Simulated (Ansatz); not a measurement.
`[OH][Ga-]([OH])([OH])[PH3+]`, relaxed with RKS PBE-D4/def2-SVP in Ansatz from a rough embedded geometry. The force threshold is 0.03 eV/Å; the program also tests the step.

Total charge 0; spin multiplicity 1.

Start:

```xyz
11

O     2.167    0.074   -0.124
Ga    0.449    0.293   -0.535
O     0.197    2.019   -0.972
O    -0.022   -0.705   -1.948
P    -0.906   -0.255    1.248
H     2.246   -0.901    0.241
H    -0.801    2.152   -1.129
H     0.082   -1.658   -1.597
H    -0.050   -0.499    2.367
H    -1.723    0.853    1.533
H    -1.640   -1.373    0.915
```

| step | energy (eV) | largest force (eV/Å) | largest move (Å) |
| --- | --- | --- | --- |
| 1 | -67873.1887 | 3.001 | 0.000 |
| 2 | -67874.1375 | 1.271 | 0.191 |
| 3 | -67874.3389 | 0.655 | 0.200 |
| 4 | -67874.4218 | 0.430 | 0.192 |
| 5 | -67874.4762 | 0.262 | 0.200 |
| 6 | -67874.4866 | 0.119 | 0.115 |
| 7 | -67874.4978 | 0.032 | 0.149 |
| 8 | -67874.4988 | 0.356 | 0.195 |
| 9 | -67874.5015 | 0.741 | 0.028 |
| 10 | -67874.5221 | 0.054 | 0.184 |
| 11 (rejected) | -67874.5058 | 0.900 | 0.195 |
| 12 | -67874.5294 | 0.117 | 0.097 |
| 13 | -67874.5349 | 0.313 | 0.097 |
| 14 | -67874.5521 | 0.082 | 0.150 |
| 15 | -67874.5601 | 0.377 | 0.200 |
| 16 | -67874.5618 | 0.269 | 0.200 |
| 17 | -67874.5936 | 0.343 | 0.200 |
| 18 | -67874.6124 | 0.103 | 0.200 |
| 19 | -67874.6208 | 0.107 | 0.200 |
| 20 | -67874.6240 | 0.030 | 0.054 |
| 21 | -67874.6245 | 0.017 | 0.021 |

End:

```xyz
11

O     2.096   -0.776   -0.247
Ga    0.563    0.057   -0.748
O     0.415    1.859   -0.502
O    -0.472   -0.712   -2.026
P    -0.971   -0.276    1.346
H     2.746   -0.109    0.043
H    -0.113    2.242   -1.227
H    -0.040   -1.522   -2.354
H    -0.582    0.439    2.521
H    -2.275    0.292    1.207
H    -1.367   -1.495    1.988
```

Hardware: 8 threads of an AMD EPYC on a shared host. Wall time 71 s, peak host memory 0.2 GiB.
